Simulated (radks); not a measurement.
Numerical settings for the osmium ion Os+, [Xe] 4f14 5d6 6s1. Method: scalar-relativistic Kohn-Sham, BLYP, spin-unpolarised, spherical densities, finite nucleus; Fermi nuclear charge, rms radius 5.4126 fm; computed with a radial shooting solver on a logarithmic mesh with Libxc functionals. The defaults (mesh step 0.008 in ln r, mesh end at 40 bohr or more with all orbitals vanishing there, Anderson mixing 0.5 over 9 steps, residual threshold near 1e-9 with the energy settled to 1e-9 hartree or 1e-11 of itself, here a cap of 79 iterations) give E = -17251.351 hartree and 6s at -13.141 eV in 16 iterations. Times are rough (one thread of a shared host). One setting is changed at a time: mesh step in ln r 0.012; mesh step in ln r 0.08; mesh step in ln r 0.02; mesh end (bohr) 1; mesh end (bohr) 3; residual threshold 0.1; residual threshold 1e-16; mixing 0.01; linear mixing, mixing 0.5; linear mixing, mixing 0.8; mixing history 20; iteration cap 5. Which runs fail to converge, and which converge to a wrong energy?

Answer. Not converged within the cap: mesh step in ln r 0.08; mesh end (bohr) 1; residual threshold 1e-16; linear mixing, mixing 0.8; iteration cap 5. Settled on a wrong energy, with an occupied level pushed above zero by the early mesh end: mesh end (bohr) 3 (+1.53 hartree). Apart from these: no run marked as converged misses the energy by more than 1 mhartree.
